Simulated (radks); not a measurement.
All-electron atom: Cd XXXVII in [Ne] 3s2. Method: Dirac Kohn-Sham, relativistic LDA (MacDonald-Vosko exchange, VWN5 correlation), spin-unpolarised, spherical densities, finite nucleus; Fermi nuclear charge, rms radius 4.6087 fm; computed with a radial shooting solver on a logarithmic mesh with Libxc functionals. Some entries of the table are withheld. Estimate them.

orbital  occ.  eigenvalue (eV)  <r> (bohr)
1s1/2       2        -28524.87     0.03049
2s1/2       2        -5962.407      0.1294
2p1/2       2              (1)         (2)
2p3/2       4              (3)         (4)
3s1/2       2        -2391.565      0.3129

Answer. 
(1) 2p1/2 eigenvalue (eV): -5727.369
(2) 2p1/2 <r> (bohr): 0.1093
(3) 2p3/2 eigenvalue (eV): -5529.403
(4) 2p3/2 <r> (bohr): 0.1142
